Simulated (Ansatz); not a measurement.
```yaml
crystal:
  periodic: [false, false, false]
  atoms:
    - {symbol: W, position_ang: [-1.109318, 0.065377, 0.657551]}
    - {symbol: W, position_ang: [1.159046, -1.178365, -0.293762]}
    - {symbol: W, position_ang: [1.050503, 1.105016, -0.704420]}
    - {symbol: Te, position_ang: [3.238698, -0.154475, -1.717862]}
    - {symbol: Te, position_ang: [-3.627030, -0.055956, 0.649702]}
    - {symbol: Te, position_ang: [-0.740879, -0.402025, -2.043121]}
    - {symbol: Te, position_ang: [-0.085408, 2.421278, 1.347185]}
    - {symbol: Te, position_ang: [0.114387, -1.800839, 2.104726]}
basis:
  gaussian: {orbitals: def2-TZVP}
total_charge: 1
magnetization: {spin_polarized: true, initial_magnetization: 1}
hamiltonian: {xc: pbe0, dispersion: d4}
scf: {omitted_lower_state_checks: [starts]}
output: {orbitals: {seedname: orbitals}}
```

```sh
$ ansatz run in.yaml --threads 4 --pin off --events-out ev --progress --plain --max-ram 6963MiB
```

**Question.** Does this run fit into the memory that it is given?

**Answer.** No. It has 370 basis functions, and Ansatz plans for 7.18 GiB where 6.79 GiB are given.
